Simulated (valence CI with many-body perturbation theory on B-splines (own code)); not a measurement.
# Mg VI: calculated level list

Computed by relativistic CI+MBPT: five valence electrons over a frozen Dirac-Fock core [He], radial functions for each j: 9 s, 9 p, 8 d, 6 f, 3 g, 1 h, with the one-electron correlation potential Σ1 (screened to all orders), the two-electron term Σ2, the three-electron term Σ3, Breit, model QED; selected single and double excitations, second order for the rest (own B-spline code, finite nucleus).

Against 20 measured levels this calculation errs by 294 cm⁻¹ on average and by 587 at most. These come from a selection out of NIST levels in Kelleher and Podobedova, J. Phys. Chem. Ref. Data 37, 267 (2008). Levels without a partner in it may be off by more. Among the levels kept, up to 1800 cm⁻¹ of a level comes from second order outside the variational space, and about a tenth of that is noise between levels of different J, which matters for small intervals.

Levels 1 to 38 of 38, with energies above the lowest level, 2s2.2p3 4S°_3/2. "Leading %" is the weight of the configuration and term that name the level; weights of strongly mixed levels are sums over their largest components and can fall short.

```tsv
No.	Configuration	Term	J	E (cm⁻¹)	Leading %	Second component	g
1	2s2.2p3	4S°	3/2	0	99		2.001
2	2s2.2p3	2D°	5/2	55613	99		1.200
3	2s2.2p3	2D°	3/2	55637	98		0.802
4	2s2.2p3	2P°	1/2	84261	97		0.665
5	2s2.2p3	2P°	3/2	84375	96		1.331
6	2s.2p4	4P	5/2	248040	99		1.601
7	2s.2p4	4P	3/2	249670	99		1.734
8	2s.2p4	4P	1/2	250540	99		2.670
9	2s.2p4	2D	5/2	342140	98		1.200
10	2s.2p4	2D	3/2	342170	98		0.799
11	2s.2p4	2S	1/2	402410	98		1.997
12	2s.2p4	2P	3/2	425740	98		1.333
13	2s.2p4	2P	1/2	427680	98		0.670
14	2p5	2P°	3/2	652300	95		1.334
15	2p5	2P°	1/2	654870	95		0.665
16	2s2.2p2.3s	4P	1/2	893740	96		2.667
17	2s2.2p2.3s	4P	3/2	894760	96		1.734
18	2s2.2p2.3s	4P	5/2	896280	96		1.600
19	2s2.2p2.3s	2P	1/2	908280	96		0.669
20	2s2.2p2.3s	2P	3/2	910140	96		1.333
21	2s2.2p2.3s	2D	5/2	938890	96		1.200
22	2s2.2p2.3s	2D	3/2	938920	96		0.800
23	2s2.2p2.3p	2S°	1/2	948900	95		2.001
24	2s2.2p2.3p	4D°	1/2	956560	96		0.008
25	2s2.2p2.3p	4D°	3/2	957140	95		1.205
26	2s2.2p2.3p	4D°	5/2	958100	95		1.374
27	2s2.2p2.3p	4D°	7/2	959400	96		1.429
28	2s2.2p2.3p	4P°	1/2	962240	95		2.658
29	2s2.2p2.3p	4P°	3/2	962660	94		1.727
30	2s2.2p2.3p	4P°	5/2	963580	94		1.593
31	2s2.2p2.3p	2D°	3/2	970930	96		0.803
32	2s2.2p2.3p	2D°	5/2	972800	95		1.206
33	2s2.2p2.3p	4S°	3/2	974960	87	9 % 2s.2p3.3s 4S°	2.000
34	2s2.2p2.3p	2P°	1/2	980630	96		0.668
35	2s2.2p2.3p	2P°	3/2	980810	96		1.333
36	2s2.2p2.3s	2S	1/2	983770	92	5 % 2p4.3s 2S	2.002
37	2s2.2p2.3p	2F°	5/2	1004000	97		0.857
38	2s2.2p2.3p	2F°	7/2	1004400	97		1.143
```

The ionisation energy to 2s2.2p2 3P_0 of the next ion comes out as 186.72 eV (NIST: 186.76 ± 0.06 eV (semi-empirical)). All 38 levels together are meant to be complete up to 1009900 cm⁻¹.
